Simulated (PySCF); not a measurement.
C6H13S (doublet state).
Numbering: `[CH3:1][CH:2][S:3][C@H:4]([CH3:5])[CH2:6][CH3:7]` (hydrogens: H8, H9, H10 on C1; H11 on C2; H12 on C4; H13, H14, H15 on C5; H16, H17 on C6; H18, H19, H20 on C7)

Computed geometry: GFN2-xTB, gas phase. This method treats the open shell by occupation alone, without spin polarisation.

Some entries are withheld. Bonds in one row agree within 0.01 Å.

| coordinate | value |
| --- | --- |
| C1–C2 | ? |
| C2–S3 | ? |
| S3–C4 | 1.851 Å |
| C4–C5 | 1.520 Å |
| C4–C6 | ? |
| C6–C7 | 1.523 Å |
| C1–H8, C1–H9, C1–H10 | 1.092 Å |
| C2–H11 | 1.078 Å |
| C4–H12 | 1.094 Å |
| C5–H13, C5–H14, C5–H15 | 1.088 Å |
| C6–H16 | 1.093 Å |
| C6–H17 | 1.092 Å |
| C7–H18, C7–H19, C7–H20 | 1.087 Å |
| C1–C2–S3 | ? |
| C2–S3–C4 | 99.7° |
| S3–C4–C5 | 108.8° |
| S3–C4–C6 | ? |
| C5–C4–C6 | 112.5° |
| C4–C6–C7 | ? |

Problem. Fill in the missing values.

Solution. 
- C1–C2 = 1.481 Å, drawn single (ends: carbon bonded to C and 3 H; carbon bonded to C, S and H); 0.01 Å below the sum of covalent radii, 1.49 Å.
- C2–S3 = 1.713 Å, drawn single (ends: carbon bonded to C, S and H; sulfur bonded to 2 C); 0.07 Å below the sum of covalent radii, 1.78 Å.
- C4–C6 = 1.523 Å, drawn single (ends: carbon bonded to 2 C, S and H; carbon bonded to 2 C and 2 H); equal to the sum of covalent radii, 1.52 Å.
- C1–C2–S3 = 120.0°, at the carbon bonded to C, S and H; the outer atoms are 2.769 Å apart.
- S3–C4–C6 = 109.2°, at the carbon bonded to 2 C, S and H; the outer atoms are 2.757 Å apart.
- C4–C6–C7 = 112.7°, at the carbon bonded to 2 C and 2 H; the outer atoms are 2.536 Å apart.

Radii are Cordero's, carbon taken as 0.76, 0.73 or 0.69 Å for four, three, and two or fewer neighbours.

Not checked by GFN2-xTB frequencies. Torsions: C1–C2–S3–C4 165°, C2–S3–C4–C5 -70°, S3–C4–C6–C7 -65°.

One conformer stands for the species.
